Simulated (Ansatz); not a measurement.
Start from `N=[CH][Al]1[CH2][CH2]1` and change one atom or group to get `I[CH2][Al]1[CH2][CH2]1`.

Ansatz, PBE0-D4/def2-TZVP geometries, multiplicity 1. Each molecule was computed in one conformer, which needn't be the lowest.

Elements past krypton have def2 core potentials.

```csv
property,`N=[CH][Al]1[CH2][CH2]1`
HOMO–LUMO gap (ωB97M-V/def2-TZVPP) / eV,8.03
size of the dipole moment (ωB97M-V/def2-TZVPP) / D,0.80
LUMO energy (ωB97M-V/def2-TZVPP) / eV,-0.14
HOMO–LUMO gap (PBE0/def2-TZVPP) / eV,3.96
HOMO–LUMO gap (PBE/def2-TZVPP) / eV,1.91
HOMO energy (PBE0/def2-TZVPP) / eV,-5.99
```

Task: What does the change do to each property? (An estimate is asked.)

Result: Computed: 
```json
{"property": "HOMO–LUMO gap (ωB97M-V/def2-TZVPP) / eV", "`I[CH2][Al]1[CH2][CH2]1`": "7.95", "shift": "-0.08"}
{"property": "size of the dipole moment (ωB97M-V/def2-TZVPP) / D", "`I[CH2][Al]1[CH2][CH2]1`": "2.38", "shift": "1.58"}
{"property": "LUMO energy (ωB97M-V/def2-TZVPP) / eV", "`I[CH2][Al]1[CH2][CH2]1`": "0.12", "shift": "0.26"}
{"property": "HOMO–LUMO gap (PBE0/def2-TZVPP) / eV", "`I[CH2][Al]1[CH2][CH2]1`": "3.94", "shift": "-0.02"}
{"property": "HOMO–LUMO gap (PBE/def2-TZVPP) / eV", "`I[CH2][Al]1[CH2][CH2]1`": "1.98", "shift": "0.07"}
{"property": "HOMO energy (PBE0/def2-TZVPP) / eV", "`I[CH2][Al]1[CH2][CH2]1`": "-5.64", "shift": "0.35"}
```

Dipoles are sizes alone; their direction can turn.

Spin–orbit coupling is left out; it splits and shifts lone-pair levels of the heavy atoms by tenths of an eV.
